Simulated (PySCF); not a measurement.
Substituent effects on chemical shifts

Parent skeleton `[BH:1]1[O:2][BH:3][O:4][BH:5][O:6]1`; one hydrogen on atom 1 is replaced by X. Hydrogens on one atom are averaged.

PySCF calculation with GIAO PBE0/pcSseg-1 shieldings and geometry: PBE0-D3(BJ)/def2-SVP; fast rotation and ring inversion assumed for equivalent nuclei, one computed conformer, relativity neglected, gas phase.

Referencing at the same level of theory: ¹¹B against BF3·OEt2; H2O for ¹⁷O; ¹H vs TMS.

Parent (X = H): B1 26.7, O2/O6 226.1, B3/B5 26.7, O4 226.1, H(B3)/H(B5) 4.64 ppm. Effects are Δδ = δ(X) − δ(H), positive for deshielding.

**Question.** Give Δδ (ppm) for X = 4-pyridyl, OCF3, CH=NH, NHCOCH3, N=CH2, SCF3, NMe2, OSiH3, CH=NMe.

**Answer.** 
```
        X              SMILES     B1  O2/O6  B3/B5     O4  H(B3)/H(B5)
4-pyridyl  B1OBOB(c2ccncc2)O1   +1.1  -18.4   +0.5   -2.9        +0.14
     OCF3   FC(F)(F)OB1OBOBO1  -10.6  -36.0   +1.0   -5.0        +0.01
    CH=NH    [H]/N=C/B1OBOBO1   -4.2  -12.2   +0.6   -0.8        +0.08
  NHCOCH3     CC(=O)NB1OBOBO1   -8.2  -34.1   +0.3   -5.0        -0.06
    N=CH2         C=NB1OBOBO1   -5.1  -38.0   +0.1   -7.8        -0.06
     SCF3   FC(F)(F)SB1OBOBO1   +4.7  -12.2   -0.3   -5.5        -0.02
     NMe2       CN(C)B1OBOBO1   -8.4  -42.6   -0.2  -10.9        -0.16
    OSiH3     [SiH3]OB1OBOBO1  -10.7  -33.9   +0.8   -6.6        -0.06
   CH=NMe      C/N=C/B1OBOBO1   -4.3  -12.3   +0.5   -1.5        +0.04
```

**Question.** Which position responds most, and to which substituents?

**Answer.** O2/O6: from -42.6 ppm with NMe2 to -12.2 ppm with SCF3.

Experimental scales use liquid or dissolved standards, which lie at an offset from isolated H2O (liquid H2O: subtract about 36 ppm).
